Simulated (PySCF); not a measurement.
**Correlation energy of Au (gold, neutral)**

[Xe] 4f14 5d10 6s1, 2S determinant. All numbers are calculated (PySCF 2.14, a scalar-relativistic core potential, in cc-pVDZ-PP with ECP60MDF). Frozen: 5s2 5p6; 11 electrons correlated.

MP2 pair energies summed by pair of shells (mhartree):

| pair | energy | share (%) |
| --- | --- | --- |
| 5d-5d | -253.39 | 86.1 |
| 5d-6s | -40.88 | 13.9 |

Total MP2 correlation energy: -294.28 mhartree.

Same-spin part -105.22 and opposite-spin part -189.05 mhartree; SCS-MP2 scales them by 1/3 and 6/5 to -261.94 mhartree.

```csv
level,correlation energy (mhartree)
CCSD,-278.25
(T),-5.06
CCSD(T),-283.31
```

Diagnostics: T1 = 0.0079, D1 = 0.0306, largest double amplitude 0.023.

Cost of the coupled-cluster step: 1.2 s of wall time on 1 thread of Neoverse-V1 (shared host), for 11 correlated electrons.

Iterations:

```
CC2 = 0
CCSD nocc = (np.int64(6), np.int64(5)), nmo = (34, 34)
frozen orbitals [[0, 1, 2, 3], [0, 1, 2, 3]]
max_cycle = 100
direct = 0
conv_tol = 1e-08
conv_tol_normt = 1e-06
diis_space = 8
diis_start_cycle = 0
Init t2, MP2 energy = -0.294276586765329
Init E_corr(UCCSD) = -0.294276586766157
cycle = 1  E_corr(UCCSD) = -0.273311634112426  dE = 0.0209649527  norm(t1,t2) = 0.0460735
cycle = 2  E_corr(UCCSD) = -0.277850173518369  dE = -0.00453853941  norm(t1,t2) = 0.012158
cycle = 3  E_corr(UCCSD) = -0.2779625870204  dE = -0.000112413502  norm(t1,t2) = 0.00483597
cycle = 4  E_corr(UCCSD) = -0.278250760384956  dE = -0.000288173365  norm(t1,t2) = 0.00154951
cycle = 5  E_corr(UCCSD) = -0.278267105200638  dE = -1.63448157e-05  norm(t1,t2) = 0.000286346
cycle = 6  E_corr(UCCSD) = -0.278252127894448  dE = 1.49773062e-05  norm(t1,t2) = 6.37179e-05
cycle = 7  E_corr(UCCSD) = -0.278253585202683  dE = -1.45730823e-06  norm(t1,t2) = 1.63576e-05
cycle = 8  E_corr(UCCSD) = -0.278253580702009  dE = 4.50067422e-09  norm(t1,t2) = 2.71387e-06
cycle = 9  E_corr(UCCSD) = -0.278253516395745  dE = 6.43062644e-08  norm(t1,t2) = 8.30769e-07
cycle = 10  E_corr(UCCSD) = -0.278253516074905  dE = 3.20840188e-10  norm(t1,t2) = 1.7495e-07
UCCSD converged
E(UCCSD) = -135.0587931874708  E_corr = -0.2782535160749046
UCCSD(T) correction = -0.00506339626022428
```
